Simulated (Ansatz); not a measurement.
Input file for Ansatz (a quantum-chemistry and plane-wave program): U-CCSD(T)/cc-pVTZ on CH4N (SMILES [CH2]N), 2S+1 = 2, atoms moved off the minimum.

Ansatz 0.2 input:
```yaml
crystal:
  periodic: [false, false, false]
  atoms:
    - {symbol: C, position_ang: [-0.71418062, 0.08100150, -0.13891096]}
    - {symbol: N, position_ang: [0.65941373, -0.01150689, 0.18499463]}
    - {symbol: H, position_ang: [-1.32043838, -0.80439633, 0.00646453]}
    - {symbol: H, position_ang: [-1.16687991, 1.03088974, 0.05008885]}
    - {symbol: H, position_ang: [1.22683408, 0.67737319, -0.11250093]}
    - {symbol: H, position_ang: [1.09851199, -0.95368148, -0.11223792]}
basis:
  gaussian:
    orbitals: cc-pVTZ
magnetization: {spin_polarized: true, initial_magnetization: 1}
correlation: {method: ccsd_t, electrons: outside_noble_gas}
scf: {omitted_lower_state_checks: [cluster_reference]}
output: {forces: true}
```

The head of its log:

```
WARN ansatz: RAYON_NUM_THREADS=1 ignored (pool sized by the plan → 1); use --threads N
Functional definition: HF
these checks for a lower state are left out or cut short: cluster_reference
integrals: 0.27 GiB planned
656 factors; integrals over basis functions are off by at most 1.3e-3 eV
mean field: 0.23 GiB planned
mean field evaluation 1: about -2573.0087 eV, gradient 1.8e1 eV
mean field evaluation 2: about -2573.0107 eV, gradient 1.8e1 eV
mean field evaluation 4: about -2574.7119 eV, gradient 2.4e0 eV
mean field evaluation 8: about -2574.7795 eV, gradient 2.3e-1 eV
mean field -2574.78104390 eV, -94.6214581139 hartree, gradient 7.0e-6 eV, S^2 0.762036; 0 other end points of the search recorded, 0 dependent functions left out
2 core orbitals not correlated
reference -2574.78104390 eV, -94.6214581139 hartree; 7, 6 occupied and 107, 108 virtual orbitals, 656 factors
densities: 1.69 GiB planned
```

**Question.** Predict the final total energy.

**Answer.** -95.0295 hartree (reference determinant -94.6215, T1 diagnostic 0.017).
